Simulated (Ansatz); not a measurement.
Ansatz (an electronic-structure program) input (CCSD(T)/cc-pVDZ):

Ansatz 0.2 input:
```yaml
crystal:
  periodic: [false, false, false]
  atoms:
    - {symbol: Ge, position_ang: [-0.00000000, -0.00000000, -1.16137475]}
    - {symbol: Br, position_ang: [0.00000000, 0.00000000, 1.06182835]}
basis:
  gaussian:
    orbitals: cc-pVDZ
total_charge: 1
magnetization: {spin_polarized: false}
correlation: {method: ccsd_t, electrons: outside_noble_gas}
```

End of the output:

```
integrals: 0.03 GiB planned
644 factors; integrals over basis functions are off by at most 7.2e-4 eV
mean field: 0.23 GiB planned
mean field evaluation 1: about -126462.0310 eV, gradient 2.4e1 eV
mean field evaluation 2: about -126462.0343 eV, gradient 2.4e1 eV
mean field evaluation 4: about -126464.4526 eV, gradient 1.4e0 eV
mean field evaluation 8: about -126464.4696 eV, gradient 4.8e-4 eV
mean field evaluation 16: about -126464.4670 eV, gradient 1.8e-1 eV
mean field -126464.46955723 eV, -4647.4835355319 hartree, gradient 1.1e-6 eV, S^2 0.000000; 0 other end points of the search recorded, 0 dependent functions left out
28 core orbitals not correlated
reference -126464.46955723 eV, -4647.4835355319 hartree; 5, 5 occupied and 21, 21 virtual orbitals, 644 factors
second order -4.62033546 eV of doubles, -0.00000000 eV of singles
coupled cluster: 0.06 GiB planned
cycle   1  -4.97096918 eV  change   -3.5e-1 eV  update   8.9e-2
cycle   2  -5.14949146 eV  change   -1.8e-1 eV  update   2.9e-2
cycle   3  -5.21029346 eV  change   -6.1e-2 eV  update   2.0e-2
cycle   4  -5.20542027 eV  change    4.9e-3 eV  update   5.4e-3
cycle   5  -5.20490909 eV  change    5.1e-4 eV  update   1.9e-3
cycle   6  -5.20491419 eV  change   -5.1e-6 eV  update   5.2e-4
cycle   7  -5.20488008 eV  change    3.4e-5 eV  update   1.3e-4
cycle   8  -5.20490459 eV  change   -2.5e-5 eV  update   3.2e-5
cycle   9  -5.20490289 eV  change    1.7e-6 eV  update   8.7e-6
perturbative correction -0.19155014 eV, -0.0070393378 hartree
Total energy: -126469.86601026 eV, -4647.6818515228 hartree
```
